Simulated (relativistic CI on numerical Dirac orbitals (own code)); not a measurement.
## Nb⁴⁺: resonant inelastic scattering at the L2,3 edge

Computed with this model: Dirac-Coulomb-Breit CI, orbitals from a KLI potential per configuration, model QED (radiative potential, 1s self-energy scaled to tabulated hydrogen-like ionisation energies), Kramers-Heisenberg scattering through one core-hole configuration in a parametric crystal field, unscaled Slater integrals; configurations [Kr] 4d → [He] 2s2 2p5 3s2 3p6 3d10 4s2 4p6 4d2; 10 K; core-hole width 0.96 eV; summed over polarisations. Incident energies are the highest absorption maxima for each field (at most a few, so the weaker spin-orbit partner edge can be absent), on the computed scale of the free ion. Intensities are in per cent of the strongest line above 0.02 eV; levels within 1 cm⁻¹ are merged; final levels count from the ground level, the first row holds all elastic scattering, lines under 0.4 are left out and each table stops after 24 rows. The scale of the Slater integrals is a model choice and moves the terms in proportion.

Field parameters in Wybourne normalisation: D3d B²₀ = −7Dσ, B⁴₀ = −14Dq − 21Dτ, B⁴₃ = −14√(10/7) Dq; Td as Oh with Dq negative (B⁴₀ = 21Dq, B⁴₄ = √(5/14) B⁴₀). The field is a parameter set, without covalency, and values of 10Dq over about 45,000 cm⁻¹ lie beyond real compounds.

S is read from ⟨S²⟩ = S(S + 1).

Td, 10Dq = -6750 cm⁻¹:

```tsv
Final level (eV)	Degeneracy	Irrep	S	2377.9 eV	2470.8 eV	2471.8 eV
0.000	4	Γ8	0.50	1156.1	138.5	139.0
0.821	4	Γ8	0.50	100.0	35.9	50.7
0.937	2	Γ7	0.50	33.5	6.6	7.1
```

D3d, 10Dq = 47600, Dσ = 620, Dτ = -410 cm⁻¹:

| Final level (eV) | Degeneracy | Irrep | S | 2373.7 eV | 2374.9 eV | 2380.7 eV |
| --- | --- | --- | --- | --- | --- | --- |
| 0.000 | 2 | Γ5+Γ6 | 0.50 | 487.9 | 636.8 | 920.3 |
| 0.041 | 2 | Γ4 | 0.50 | 71.8 | 94.4 | 80.6 |
| 0.193 | 2 | Γ4 | 0.50 | 82.2 | 88.5 | 46.3 |
| 5.795 | 2 | Γ5+Γ6 | 0.50 | 1.0 | 0.9 | 83.2 |
| 5.805 | 2 | Γ4 | 0.50 | 1.3 | 1.2 | 100.0 |

For the first field the strongest loss at the lowest incident energy is the level at 0.82 eV (S = 0.50, against 0.50 in the thermal ground state).
